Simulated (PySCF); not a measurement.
Isomers of C4H10OSSi, mass 134.022 u with the commonest isotopes. The calculation used CAM-B3LYP/def2-SVPD in PySCF (dipole) on a GFN2-xTB geometry, gas phase. One conformer each, none proved a minimum here; rigid rotors.

Question: Order these by rotational constant C, smallest first.
A. `[CH2:1]=[C:2]([CH3:3])[Si@:4]([CH3:5])([OH:6])[SH:7]` with C1–C2–Si4–C5 109°, C2–Si4–O6–H -56°, C2–Si4–S7–H 172°
B. `[CH2:1]=[CH:2][Si@@H:3]([SH:4])[O:5][CH2:6][CH3:7]` with C1–C2–Si3–S4 61°, C2–Si3–S4–H 55°, C2–Si3–O5–C6 -170°, Si3–O5–C6–C7 156°
C. `[CH3:1][C@H:2]([SH:3])[C:4](=[O:5])[CH2:6][SiH3:7]` with C1–C2–S3–H -63°, C1–C2–C4–O5 25°, C2–C4–C6–Si7 91°
D. `[CH3:1][CH2:2][Si:3]1([OH:4])[CH2:5][S:6][CH2:7]1` with C1–C2–Si3–O4 -59°, C2–Si3–O4–H -178°
E. `[CH3:1][O:2][C@@H:3]1[C@H:4]([CH3:5])[Si@@H:6]1[SH:7]` with C1–O2–C3–C4 -89°, C4–Si6–S7–H -62°

Answer: B (814.7 MHz), C (908.6 MHz), D (1030 MHz), E (1084 MHz), A (1171 MHz).

Question: Order these by radius of gyration √(Σ m r²/M), largest first.
A. `[CH2:1]=[CH:2][Si@@H:3]([SH:4])[O:5][CH2:6][CH3:7]` with C1–C2–Si3–S4 61°, C2–Si3–S4–H 55°, C2–Si3–O5–C6 -170°, Si3–O5–C6–C7 156°
B. `[CH3:1][CH2:2][Si:3]1([OH:4])[CH2:5][S:6][CH2:7]1` with C1–C2–Si3–O4 -59°, C2–Si3–O4–H -178°
C. `[CH2:1]=[C:2]([CH3:3])[Si@:4]([CH3:5])([OH:6])[SH:7]` with C1–C2–Si4–C5 109°, C2–Si4–O6–H -56°, C2–Si4–S7–H 172°
D. `[CH3:1][C@H:2]([SH:3])[C:4](=[O:5])[CH2:6][SiH3:7]` with C1–C2–S3–H -63°, C1–C2–C4–O5 25°, C2–C4–C6–Si7 91°

Answer: A (2.206 Å), D (2.165 Å), B (2.032 Å), C (1.982 Å).

Question: Order these by dipole moment, largest first.
A. `[CH2:1]=[CH:2][Si@@H:3]([SH:4])[O:5][CH2:6][CH3:7]` with C1–C2–Si3–S4 61°, C2–Si3–S4–H 55°, C2–Si3–O5–C6 -170°, Si3–O5–C6–C7 156°
B. `[CH3:1][C@H:2]([SH:3])[C:4](=[O:5])[CH2:6][SiH3:7]` with C1–C2–S3–H -63°, C1–C2–C4–O5 25°, C2–C4–C6–Si7 91°
C. `[CH3:1][CH2:2][Si:3]1([OH:4])[CH2:5][S:6][CH2:7]1` with C1–C2–Si3–O4 -59°, C2–Si3–O4–H -178°

Answer: B (2.14 D), C (1.53 D), A (1.22 D).

```csv
SMILES,point group,Ia (u·Å²),Ib (u·Å²),Ic (u·Å²),κ,μa (D),μb (D),μc (D)
CC[Si]1(O)CSC1,C1,152.75,463.89,490.49,-0.95,1.46,0.43,0.05
C[C@H](S)C(=O)C[SiH3],C1,181.53,518.44,556.23,-0.93,0.90,0.97,1.68
C=C[Si@@H](S)OCC,C1,217.69,466.09,620.36,-0.64,0.69,0.98,0.23
C=C(C)[Si@](C)(O)S,C1,260.88,360.63,431.71,-0.40,0.95,0.60,0.07
CO[C@@H]1[C@H](C)[Si@@H]1S,C1,206.56,413.56,466.26,-0.80,1.96,0.92,0.59
```
